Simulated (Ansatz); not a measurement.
Stepwise reaction of `C[CH2][In]([NH2])[NH2]` with hydrogen, as a gas-phase model of exchange steps in deposition or etching. ΔE in kJ/mol; ΔG adds harmonic PBE0-D4 terms to CCSD(T)/CBS, at 1 bar.

Calculated with Ansatz (gas phase, PBE0-D4/def2-TZVP geometries, no zero-point term in ΔE). CCSD(T)/CBS adds triple-zeta CCSD(T) − MP2 to the extrapolated MP2 energy (def2 sets, frozen cores). This one scheme is used for every species. Functionals use def2-TZVPP. B3LYP here is the variant with VWN-RPA as its local correlation; programs differ in this. Elements past krypton have def2 core potentials. For In outer-core shells are correlated without core-valence functions, which leaves a few kJ/mol of doubt a bond. One conformer a species, not always the lowest.

```json
{"step": "2", "reaction": "`C[CH2][InH][NH2]` + H₂ → `C[CH2][InH2]` + NH₃", "PBE-D4": "4.1", "B3LYP-D4": "2.4", "ωB97M-V": "-0.2", "CCSD(T)/CBS": "10.9", "ΔG(500 K)": "9.4"}
```

Problem. Give the row of step 1, `C[CH2][In]([NH2])[NH2]` + H₂ → `C[CH2][InH][NH2]` + NH₃. (An estimate is asked.)

Solution. Computed: 
```csv
step,reaction,PBE-D4,B3LYP-D4,ωB97M-V,CCSD(T)/CBS,ΔG(500 K)
1,`C[CH2][In]([NH2])[NH2]` + H₂ → `C[CH2][InH][NH2]` + NH₃,-16.5,-17.3,-18.7,-8.2,-6.7
```

Problem. By hand: ΔE of the 2 steps together at CCSD(T)/CBS.

Solution. (-8.2) + (10.9) = 2.7 kJ/mol, or 1.4 kJ/mol a step.

In ΔE each step is higher than the one before. ΔG lies between -6.7 and 9.4 kJ/mol a step. PBE-D4 differs from CCSD(T)/CBS by -8.3 to -6.8 kJ/mol a step. Only this route is followed, and other bonds may react first. Isolated molecules leave out the surface, adducts and barriers. Largest T1 diagnostic: 0.014.
